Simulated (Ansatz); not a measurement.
Basis-set series for C2H7BClGa, SMILES `[BH2][GaH][CH2]CCl`. Charge 0, multiplicity 1. The structure was optimised at the PBE0-D4/def2-TZVP level. It is one conformer, not always the lowest.

```
functional       basis  functions  energy (Eh)  HOMO (eV)  LUMO (eV)
   PBE0-D4  def2-TZVPP        281  -2489.79468      -7.12      -2.08
   PBE0-D4  def2-QZVPP        540  -2489.85759      -7.13      -2.10
   ωB97M-V  def2-TZVPP        281  -2490.13504      -9.26      -0.19
   ωB97M-V  def2-QZVPP        540  -2490.19606      -9.27      -0.26
```

Give the rows for def2-SVP. (Best estimate.)

The calculation gave: 
```
functional     basis  functions  energy (Eh)  HOMO (eV)  LUMO (eV)
   PBE0-D4  def2-SVP        127  -2489.27468      -7.08      -1.99
   ωB97M-V  def2-SVP        127  -2489.61017      -9.20       0.02
```

Scalar relativity is left out up to krypton.

Results of the Gaussian-basis code of Ansatz.
